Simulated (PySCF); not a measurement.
Record of a relaxation.

Species: C₄H₇FSi.
Bonds: C1–C2 (triple), C2–C3, C3–C4, C4–Si5, Si5–F6. Hydrogens: H7 on C1; H8, H9 on C3; H10, H11 on C4; H12, H13 on Si5.

Method: PySCF 2.14.0, PBE0-D3(BJ)/def2-SVP geometry optimisation, gas phase; density fitting, grid level 1; the optimiser is geomeTRIC in internal coordinates, started from a GFN2-xTB structure with every atom displaced at random (about 0.01 Å). 5 of its 7 geometries are shown. The frame can shift and turn from step to step; on so coarse a grid that alone can change the energy by a few meV, and forces under 0.02 eV/Å are noise.

Step 0: E = -14837.4095 eV, largest atomic force 3.577 eV/Å
```
atom  x, y, z in Å  |  force x, y, z in eV/Å
C1      3.082   -0.559    0.652   -3.348   1.172   0.462
C2      1.931   -0.165    0.812    1.666  -0.563  -0.041
C3      0.537    0.251    0.953    1.056   0.027   0.524
C4     -0.263   -0.273   -0.204   -2.326  -0.319   0.797
Si5    -2.129    0.188   -0.052    1.242   0.456  -0.048
F6     -2.202    1.810    0.030    0.098   0.399  -0.021
H7      4.064   -0.850    0.524    1.817  -0.585  -0.237
H8      0.528    1.351    0.986   -0.226   0.079   0.093
H9      0.173   -0.121    1.933   -0.100   0.153  -0.213
H10    -0.190   -1.363   -0.239    0.068  -0.351  -0.125
H11     0.103    0.112   -1.128    0.485   0.426  -1.167
H12    -2.699   -0.244    1.227   -0.195  -0.466   0.332
H13    -2.930   -0.155   -1.227   -0.238  -0.427  -0.355
```

Step 2: E = -14837.6055 eV, largest atomic force 0.191 eV/Å
```
atom  x, y, z in Å  |  force x, y, z in eV/Å
C1      3.125   -0.461    0.728   -0.050  -0.142  -0.079
C2      1.948   -0.187    0.817    0.010   0.178   0.067
C3      0.548    0.210    0.927    0.129  -0.096  -0.061
C4     -0.327   -0.302   -0.226   -0.074   0.070   0.063
Si5    -2.113    0.228   -0.044    0.081   0.056  -0.023
F6     -2.135    1.859    0.027   -0.012  -0.029  -0.009
H7      4.157   -0.742    0.627    0.003   0.032   0.034
H8      0.503    1.312    0.968   -0.042  -0.001   0.025
H9      0.151   -0.150    1.892   -0.005   0.015   0.012
H10    -0.281   -1.403   -0.281   -0.010  -0.007  -0.020
H11     0.053    0.079   -1.188    0.022  -0.033  -0.007
H12    -2.687   -0.276    1.236   -0.036  -0.015  -0.015
H13    -2.936   -0.187   -1.214   -0.017  -0.029   0.014
```

Step 3: E = -14837.6112 eV, largest atomic force 0.108 eV/Å
```
atom  x, y, z in Å  |  force x, y, z in eV/Å
C1      3.119   -0.482    0.716   -0.059  -0.075  -0.034
C2      1.953   -0.172    0.824    0.018   0.097   0.044
C3      0.557    0.226    0.943   -0.052  -0.046  -0.016
C4     -0.323   -0.285   -0.209    0.071   0.015   0.043
Si5    -2.110    0.228   -0.058   -0.071   0.000   0.005
F6     -2.164    1.857   -0.002    0.004  -0.004  -0.001
H7      4.145   -0.780    0.613    0.049   0.012   0.010
H8      0.500    1.327    0.993    0.006   0.005  -0.011
H9      0.162   -0.135    1.909    0.015  -0.013  -0.004
H10    -0.274   -1.386   -0.267   -0.013  -0.001   0.002
H11     0.068    0.088   -1.170    0.009  -0.005  -0.033
H12    -2.714   -0.283    1.208    0.005   0.017  -0.006
H13    -2.912   -0.219   -1.233    0.016  -0.002   0.000
```

Step 4: E = -14837.6124 eV, largest atomic force 0.063 eV/Å
```
atom  x, y, z in Å  |  force x, y, z in eV/Å
C1      3.115   -0.492    0.714   -0.030  -0.041  -0.013
C2      1.954   -0.166    0.830    0.024   0.043   0.023
C3      0.557    0.230    0.951   -0.062  -0.010  -0.003
C4     -0.320   -0.281   -0.202    0.058  -0.004   0.011
Si5    -2.110    0.230   -0.066   -0.052  -0.014   0.004
F6     -2.169    1.859   -0.019    0.003   0.005  -0.001
H7      4.140   -0.792    0.611    0.023   0.010   0.005
H8      0.497    1.330    1.004    0.010   0.001  -0.010
H9      0.163   -0.135    1.917    0.012  -0.012  -0.005
H10    -0.274   -1.383   -0.258   -0.009   0.000   0.008
H11     0.076    0.088   -1.163    0.000   0.000  -0.014
H12    -2.726   -0.277    1.195    0.010   0.017   0.001
H13    -2.898   -0.229   -1.245    0.014   0.005  -0.005
```

Step 6: E = -14837.6131 eV, largest atomic force 0.023 eV/Å
```
atom  x, y, z in Å  |  force x, y, z in eV/Å
C1      3.108   -0.502    0.725    0.009   0.007   0.008
C2      1.951   -0.163    0.846   -0.002  -0.014  -0.007
C3      0.552    0.227    0.961    0.006   0.014   0.004
C4     -0.316   -0.284   -0.197   -0.009  -0.014  -0.016
Si5    -2.107    0.237   -0.083    0.009  -0.001  -0.002
F6     -2.157    1.867   -0.052    0.001   0.003  -0.003
H7      4.137   -0.794    0.625   -0.008  -0.001   0.001
H8      0.490    1.327    1.014   -0.002   0.000   0.002
H9      0.156   -0.143    1.923   -0.002   0.001   0.000
H10    -0.278   -1.387   -0.246    0.001   0.001   0.006
H11     0.088    0.075   -1.158    0.001  -0.001   0.007
H12    -2.738   -0.249    1.178    0.001   0.002   0.002
H13    -2.879   -0.228   -1.269   -0.002   0.002  -0.002
```

**Question.** Summarise the path.

**Answer.** The energy falls by 0.2035 eV from step 0 to step 6; nine tenths of that is first reached at step 2. It falls at every step. The largest force goes from 3.577 to 0.023 eV/Å. Among the bonds C4–Si5 changes most, from 1.929 to 1.869 Å; the atoms move by 0.062 Å rms after alignment.

**Question.** Follow the three bonds and two angles with the largest change from start to end.

**Answer.** 
| step | E above end (eV) | largest force (eV/Å) | C4–Si5 (Å) | C1–H7 (Å) | C4–H11 (Å) | H12–Si5–H13 (°) | F6–Si5–H12 (°) |
| --- | --- | --- | --- | --- | --- | --- | --- |
| 0 | 0.2035 | 3.577 | 1.929 | 1.032 | 1.065 | 114.8 | 103.5 |
| 1 | 0.0215 | 0.430 | 1.887 | 1.079 | 1.106 | 112.7 | 106.7 |
| 2 | 0.0076 | 0.191 | 1.871 | 1.074 | 1.103 | 111.5 | 107.2 |
| 3 | 0.0019 | 0.108 | 1.866 | 1.073 | 1.102 | 110.4 | 107.4 |
| 4 | 0.0007 | 0.063 | 1.866 | 1.074 | 1.103 | 110.3 | 107.4 |
| 5 | 0.0001 | 0.026 | 1.868 | 1.074 | 1.103 | 110.4 | 107.4 |
| 6 | 0.0000 | 0.023 | 1.869 | 1.074 | 1.103 | 110.6 | 107.3 |

What follows is the cost of the whole optimisation. Hardware: one thread, Arm Neoverse V2 (aarch64), shared host with 32 logical CPUs at a one-minute load of 46. Cost: 36 s, 0.51 GiB resident at most.
